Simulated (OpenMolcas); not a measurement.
## Levels of W³⁺ by method

| Quantity | Value |
| --- | --- |
| Program | OpenMolcas |
| Basis | ANO-RCC-VTZP [8s7p5d3f2g1h] |
| Scalar Hamiltonian | DKH2, point nucleus |
| Active space | 3 electrons in 5 orbitals (5d) |
| State averaging | 2S+1 = 4 even, 10 roots; 2S+1 = 2 even, 40 roots |
| Spin-orbit coupling | state interaction with AMFI integrals over the reference wave functions, term energies averaged over their components |

Methods on the same reference wave functions:
A. CASSCF
B. SS-CASPT2, IPEA 0.25 Eh, imaginary shift 0.1 Eh (closed shells correlated: 5s 5p)
C. MS-CASPT2, IPEA 0.25 Eh, imaginary shift 0.1 Eh (closed shells correlated: 5s 5p)
D. XMS-CASPT2, IPEA 0.25 Eh, imaginary shift 0.1 Eh (closed shells correlated: 5s 5p)

Energies in cm⁻¹ above 5d³ ⁴F_3/2, the measured ground level; measured values from the list in J. Phys. B 45, 035001 (2012).

```tsv
Level	A	B	C	D	Measured
5d³ ⁴F_3/2	0.0	0.0	0.0	0.0	0.0
5d³ ⁴F_5/2	3358	3610	3640	3680	3537
5d³ ⁴F_7/2	6719	6910	6950	6990	6745
5d³ ⁴F_9/2 [73 %]	9659	9530	9580	9560	9256
5d³ ⁴P_1/2 [57 %]	14813	12770	12340	12200	11773
5d³ ²G_7/2	17910	16090	16130	15910	15261
5d³ ²H_9/2 [52 %]	18504	16970	17180	16970	
5d³ ⁴P_5/2	19466	18070	18070	17910	17190
5d³ ²P_1/2 [57 %]	23570	20100	19410	19270	18365
5d³ ²H_11/2	25079	23170	23540	23230	22223
5d³ ²G_9/2 [51 %]	26973	25170	25350	25100	
5d³ ²D_5/2(1)	27555	24460	24630	24140	22766
5d³ ²F_7/2	34928	30780	30810	30510	28412
5d³ ²F_5/2	35075	30750	30820	30460	27938
5d³ ²D_5/2(2)	52519	46740	46660	45990	43287
5d³ ²D_3/2(2)	52799	46810	47000	46230
```

Deviations, from unrounded energies. A percentage is the sum of absolute deviations over the sum of measured energies, with the sign that they share, or ± where signs differ.

```
                        Against measurement  Levels      A     B     C     D
             mean absolute deviation (cm-1)      12   3700  1400  1300  1100
      fine structure of the ground term (%)       3   ±3.1  +2.6  +3.3  +3.6
other terms of the ground configuration (%)       9  +21.1  +7.6  +7.3  +6.0
```

D lies closest to measurement on these levels and A furthest from it. The largest miss of D in the table is 5d³ ²D_5/2(2), by +2700 cm-1. The ranking rests on the paired levels alone, and a cruder setting can come out closer through cancelling errors.

Among B to D the level of the table that moves most is 5d³ ²P_1/2 [57 %], by 830 cm-1 (lowest in D, highest in B). Moves below CASPT2's spread within the term are not significant.

The mean deviations of B to D differ by less than CASPT2's widest spread within a term (1800 cm-1), so their order carries little weight.

From A to B the spin-free energies of the other terms of 5d³ shown, above ⁴F, scale by factors of 0.71 to 0.86, as is usual when dynamic correlation screens the repulsion within a d or f shell.

The lowest spin-free term lies below A's lowest term by 0.241 hartree in B, 0.241 hartree in C, 0.245 hartree in D.

CASPT2 does not keep the components of a term degenerate, so their means are used; among the terms shown or strongly mixed into the levels shown the widest spread is 1800 cm-1 (5d³ ²H, B). The CASPT2 spread within a term exceeds the gap to the next term for 5d³ ²G and 5d³ ²P, 5d³ ²H and 5d³ ²D(1), so the order of their levels is uncertain (figures for B; the like holds for C, D). Without dynamic correlation excited terms often stand tens of per cent too high (terms of higher spin than the ground term too low), and those without a measured partner can miss by more than the paired ones (holds for A). Some levels mix across a computed gap that differs much from the measured one, so their mixing is not that of the real levels (holds for A). Measured partners are found by configuration, term and J. A level has none where our copy of the source lacks it or the pairing is in doubt (some pairs that miss far off the trend of their configuration count as doubtful), and it then counts in no deviation. Only configurations of the active space appear. Levels that lie high or do not pair safely by name in every column are left out.

A share in square brackets marks a mixed level and gives the weight of the term that names it, the lowest over the columns. A number in round brackets counts repeated terms of one configuration in the order of the reference energies.
